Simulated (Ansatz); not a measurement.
`c1sc(-c2sc(-c3sc(-c4scc5c4OCCO5)c4c3OCCO4)c3c2OCCO3)c2c1OCCO2` with charge +1. Charge 1, multiplicity 2. Geometry PBE-D4/def2-SVP; atoms count from 1.

```xyz
54

C    -5.126   -0.488   -4.560
S    -3.575   -0.864   -3.900
C    -3.697    0.417   -2.692
C    -2.636    0.609   -1.761
S    -1.571   -0.747   -1.381
C    -0.586    0.238   -0.302
C     0.550   -0.260    0.369
S     1.546    0.730    1.435
C     2.618   -0.623    1.803
C     3.699   -0.425    2.709
S     3.600    0.852    3.923
C     5.172    0.488    4.539
C     5.764   -0.568    3.862
C     4.934   -1.095    2.819
O     5.338   -2.088    2.003
C     6.498   -2.787    2.495
C     7.534   -1.814    3.034
O     7.002   -1.051    4.126
C     2.218   -1.782    1.102
C     1.070   -1.572    0.305
O     0.476   -2.546   -0.419
C     0.923   -3.867   -0.054
C     2.430   -3.886    0.158
O     2.816   -2.989    1.210
C    -1.107    1.550   -0.238
C    -2.245    1.764   -1.049
O    -2.839    2.973   -1.158
C    -2.464    3.865   -0.098
C    -0.960    3.844    0.132
O    -0.520    2.521    0.496
C    -4.920    1.101   -2.842
C    -5.724    0.578   -3.907
O    -6.948    1.075   -4.212
C    -7.503    1.855   -3.143
C    -6.469    2.816   -2.579
O    -5.337    2.105   -2.045
H    -5.536   -1.058   -5.402
H     5.599    1.057    5.372
H     6.181   -3.498    3.291
H     6.900   -3.363    1.640
H     7.872   -1.125    2.227
H     8.415   -2.358    3.427
H     0.627   -4.538   -0.882
H     0.395   -4.182    0.873
H     2.956   -3.601   -0.781
H     2.767   -4.894    0.463
H    -3.001    3.577    0.833
H    -2.797    4.875   -0.403
H    -0.421    4.162   -0.788
H    -0.673    4.511    0.966
H    -8.362    2.408   -3.567
H    -7.876    1.177   -2.342
H    -6.117    3.516   -3.369
H    -6.890    3.405   -1.740
```

Single mean-field runs in def2-SVP are fitted with def2-universal-jkfit.

Estimate the Mulliken populations of the heavy atoms from the PBE0/def2-SVP orbitals of Ansatz.


| atom | charge (e) | spin (α − β) |
| --- | --- | --- |
| C1 | -0.11 | 0.16 |
| S2 | 0.15 | -0.01 |
| C3 | -0.20 | -0.03 |
| C4 | -0.14 | 0.22 |
| S5 | 0.22 | -0.04 |
| C6 | -0.11 | 0.09 |
| C7 | -0.11 | 0.09 |
| S8 | 0.22 | -0.04 |
| C9 | -0.14 | 0.22 |
| C10 | -0.20 | -0.03 |
| S11 | 0.15 | -0.01 |
| C12 | -0.11 | 0.16 |
| C13 | 0.16 | -0.06 |
| C14 | 0.24 | 0.10 |
| O15 | -0.32 | 0.02 |
| C16 | 0.12 | 0.00 |
| C17 | 0.12 | 0.00 |
| O18 | -0.33 | 0.00 |
| C19 | 0.23 | -0.04 |
| C20 | 0.14 | 0.06 |
| O21 | -0.34 | 0.02 |
| C22 | 0.12 | 0.00 |
| C23 | 0.12 | 0.00 |
| O24 | -0.32 | 0.00 |
| C25 | 0.14 | 0.06 |
| C26 | 0.23 | -0.04 |
| O27 | -0.32 | 0.00 |
| C28 | 0.12 | 0.00 |
| C29 | 0.12 | 0.00 |
| O30 | -0.34 | 0.02 |
| C31 | 0.24 | 0.10 |
| C32 | 0.16 | -0.06 |
| O33 | -0.33 | 0.00 |
| C34 | 0.12 | 0.00 |
| C35 | 0.12 | 0.00 |
| O36 | -0.32 | 0.03 |
Mulliken values depend strongly on the basis.

Where does the spin sit?

Summed by element: C 1.01, S -0.10, O 0.09, H 0.00, of 1 unpaired in all. Largest on single atoms: C4 0.22, C9 0.22, C1 0.16.

And the Mayer bond orders between heavy atoms (over 0.3, the first 40 of 43)?

C1–S2 1.14 (1.73 Å); C1–C32 1.50 (1.39 Å); S2–C3 1.11 (1.77 Å); C3–C4 1.25 (1.42 Å); C3–C31 1.37 (1.41 Å); C4–S5 1.09 (1.77 Å); C4–C26 1.36 (1.41 Å); S5–C6 1.08 (1.76 Å); C6–C7 1.41 (1.41 Å); C6–C25 1.30 (1.41 Å); C7–S8 1.08 (1.76 Å); C7–C20 1.30 (1.41 Å); S8–C9 1.09 (1.76 Å); C9–C10 1.24 (1.42 Å); C9–C19 1.36 (1.41 Å); C10–S11 1.11 (1.77 Å); C10–C14 1.37 (1.41 Å); S11–C12 1.14 (1.73 Å); C12–C13 1.50 (1.39 Å); C13–C14 1.19 (1.43 Å); C13–O18 1.11 (1.36 Å); C14–O15 1.18 (1.35 Å); O15–C16 0.90 (1.44 Å); C16–C17 1.07 (1.52 Å); C17–O18 0.92 (1.43 Å); C19–C20 1.27 (1.41 Å); C19–O24 1.16 (1.35 Å); C20–O21 1.15 (1.35 Å); O21–C22 0.89 (1.44 Å); C22–C23 1.06 (1.52 Å); C23–O24 0.91 (1.44 Å); C25–C26 1.27 (1.41 Å); C25–O30 1.15 (1.35 Å); C26–O27 1.16 (1.35 Å); O27–C28 0.91 (1.44 Å); C28–C29 1.06 (1.52 Å); C29–O30 0.89 (1.44 Å); C31–C32 1.19 (1.43 Å); C31–O36 1.18 (1.35 Å); C32–O33 1.11 (1.36 Å).
